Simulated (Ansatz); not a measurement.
Reactions of `[CH3][Zn][N](C)C`.

Calculated with Ansatz (gas phase, PBE0-D4/def2-TZVP geometries, no zero-point term in ΔE). CCSD(T)/CBS is the MP2 limit (def2-TZVPP, def2-QZVPP) plus CCSD(T) − MP2 in def2-TZVPP, frozen cores. This one scheme is used for every species, atoms too. Functionals use def2-TZVPP. Open shells (•) are unrestricted, without spin–orbit coupling. Spin–orbit coupling would lower the free atoms: a little for C. For Br, Zn outer-core shells are correlated without core-valence functions, so the limit isn't a true one: a few kJ/mol of doubt a bond, and 10 to 20 or more in all where bonds break to atoms. Scalar relativity is left out up to krypton. Each species was taken in one conformer, which may not be the lowest.

```json
{"reaction": "`[CH3][Zn][N](C)C` + HCl → `C[N](C)[Zn][Cl]` + CH₄", "r2SCAN-D4 (eV)": "-1.56", "ωB97M-V (eV)": "-1.55"}
{"reaction": "`[CH3][Zn][N](C)C` + HBr → `[CH3][Zn][Br]` + dimethylamine", "r2SCAN-D4 (eV)": "-1.57", "ωB97M-V (eV)": "-1.62"}
{"reaction": "`[CH3][Zn][N](C)C` + `COCN` → `CNCOC` + `C[N](C)[ZnH]`", "r2SCAN-D4 (eV)": "0.58", "ωB97M-V (eV)": "0.56"}
{"reaction": "`[CH3][Zn][N](C)C` → 3 C• + 9 H• + N• + Zn (atom)", "r2SCAN-D4 (eV)": "50.73", "ωB97M-V (eV)": "50.72"}
{"reaction": "`[CH3][Zn][N](C)C` + silanol → `C[N](C)[Zn][O][SiH3]` + CH₄", "r2SCAN-D4 (eV)": "-0.80", "ωB97M-V (eV)": "-0.77"}
```

Problem. Give the CCSD(T)/CBS values in the same order. (Best estimate.)

Solution. Ansatz gave: -1.59, -1.61, 0.62, 50.55, -0.84 eV.

Largest T1 diagnostic: 0.017, for Zn (atom).
